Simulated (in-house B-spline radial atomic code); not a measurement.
A radial electron density 4πr²n(r) was computed for an atom or ion in its tabulated ground configuration with an all-electron radial atomic-structure program (B-spline basis); method: Dirac-Kohn-Sham relativistic LDA, spherical fractional occupations. Columns: r (bohr), 4πr²n(r) (electrons per bohr), bar.

```
 0.00747   0.1948 #
 0.00873   0.2606 #
  0.0102   0.3473 ##
  0.0119   0.4598 ##
   0.014   0.6151 ###
  0.0163   0.8033 ####
  0.0191    1.054 #####
  0.0223    1.365 #######
  0.0261    1.759 #########
  0.0305    2.238 ############
  0.0357    2.822 ###############
  0.0417    3.499 ##################
  0.0487    4.269 ######################
   0.057    5.126 ###########################
  0.0666    6.012 ###############################
  0.0779    6.883 ####################################
  0.0911    7.652 ########################################
   0.107    8.236 ###########################################
   0.125    8.503 ############################################
   0.146    8.401 ###########################################
    0.17    7.914 #########################################
   0.199    7.045 ####################################
   0.233     5.93 ###############################
   0.272     4.79 #########################
   0.318    3.818 ####################
   0.372     3.21 #################
   0.435    3.058 ################
   0.509    3.309 #################
   0.595    3.777 ####################
   0.695    4.216 ######################
   0.813    4.405 #######################
    0.95    4.213 ######################
    1.11    3.652 ###################
     1.3    2.835 ###############
    1.52    1.966 ##########
    1.78    1.197 ######
    2.08   0.6401 ###
    2.43   0.2945 ##
    2.84   0.1142 #
    3.32   0.0365 
    3.88  0.00941
```

Which atom or ion is it?
A. O+
B. C+
C. Ne3+
D. O2+

A. The area under the curve, ∫4πr²n dr = ∫r·4πr²n d(ln r) on this logarithmic grid, is 7 electrons; among the options with that count, the innermost peak, which lies near 1/Z bohr, picks Z = 8. The configuration is [He] 2s2 2p3.
